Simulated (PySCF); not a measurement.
Indirect couplings

Molfile (atoms numbered from 1):
```
C2H7BGeO3
     RDKit          3D

 14 13  0  0  0  0  0  0  0  0999 V2000
   -0.8222   -1.9910    0.3148 C   0  0  0  0  0  0  0  0  0  0  0  0
   -0.2413   -0.7926    0.1161 C   0  0  0  0  0  0  0  0  0  0  0  0
    1.0983   -0.7409   -0.0426 O   0  0  0  0  0  0  0  0  0  0  0  0
    2.2145    0.6444   -0.3229 Ge  0  0  0  0  0  4  0  0  0  0  0  0
   -1.0966    0.5313    0.0598 B   0  0  0  0  0  0  0  0  0  0  0  0
   -2.4428    0.5948    0.2336 O   0  0  0  0  0  0  0  0  0  0  0  0
   -0.4181    1.6855   -0.1819 O   0  0  0  0  0  0  0  0  0  0  0  0
   -0.2344   -2.9122    0.3501 H   0  0  0  0  0  0  0  0  0  0  0  0
   -1.9029   -2.0816    0.4442 H   0  0  0  0  0  0  0  0  0  0  0  0
    3.5598   -0.1012   -0.3686 H   0  0  0  0  0  0  0  0  0  0  0  0
    1.9298    1.3159   -1.6748 H   0  0  0  0  0  0  0  0  0  0  0  0
    2.1865    1.6253    0.8588 H   0  0  0  0  0  0  0  0  0  0  0  0
   -2.8455   -0.2603    0.4089 H   0  0  0  0  0  0  0  0  0  0  0  0
   -0.9903    2.4603   -0.2048 H   0  0  0  0  0  0  0  0  0  0  0  0
  1  2  2  0
  2  3  1  0
  3  4  1  0
  2  5  1  0
  5  6  1  0
  5  7  1  0
  1  8  1  0
  1  9  1  0
  4 10  1  0
  4 11  1  0
  4 12  1  0
  6 13  1  0
  7 14  1  0
M  END
```

Indirect spin–spin couplings were computed at B3LYP/pcJ-1 (pcSseg-1 on Ge) (spin–dipole term only in couplings to heteroatoms) (PySCF 2.14.0 with density-fitted response routines) on a PBE0-D3(BJ)/def2-SVP structure, for the isolated molecule, without vibrational or relativistic corrections. Couplings are averaged over pairs made equivalent by symmetry, fast rotation or ring inversion, so a value needn't be that of the named pair in this geometry, while other rotamers aren't included; one pair stands for each set, and the list holds those of at least 1.5 Hz over up to four bonds, among pairs with at least one C or B or H atom (others weren't computed).

Isotopes: 13C, 1H, 11B, 17O. Couplings to quadrupolar nuclei such as 17O and 33S are rarely resolved in practice.

```tsv
pair	bonds	J (Hz)
C1, C2	1	80.1
C1, H8	1	170.8
C1, H9	1	?
C2, O3	1	25.4
C2, B5	1	91.1
B5, O6	1	-9.6
O6, H13	1	-86.3
C1, O3	2	?
C1, B5	2	8.8
C2, O6	2	?
C2, H8	2	-6.4
C2, H9	2	12.0
O3, H10	2	?
B5, H13	2	-3.2
H10, H11	2	?
C2, H13	3	?
O3, H8	3	-4.2
O3, H9	3	-12.3
B5, H8	3	?
B5, H9	3	3.3
O6, H14	3	-1.6
```

Q: Estimate the withheld couplings, with signs.

A: 
- 1J(C1,H9) = 163.1 Hz (bond length 1.092 Å, sp2 carbon)
- 2J(C1,O3) = -12.0 Hz (angle at C2 119°)
- 2J(C2,O6) = -6.3 Hz (mean over equivalent pairs that range from -12.7 to 0.0 Hz in this conformer)
- 2J(O3,H10) = -9.0 Hz (mean over equivalent pairs that range from -22.5 to -2.1 Hz in this conformer)
- 2J(H10,H11) = 26.8 Hz (mean over equivalent pairs that range from 25.2 to 27.7 Hz in this conformer)
- 3J(C2,H13) = 4.5 Hz (mean over equivalent pairs that range from 2.1 to 6.9 Hz in this conformer)
- 3J(B5,H8) = 7.9 Hz (dihedral angle 180°)

Relativistic effects of the heavier atoms present are left out.
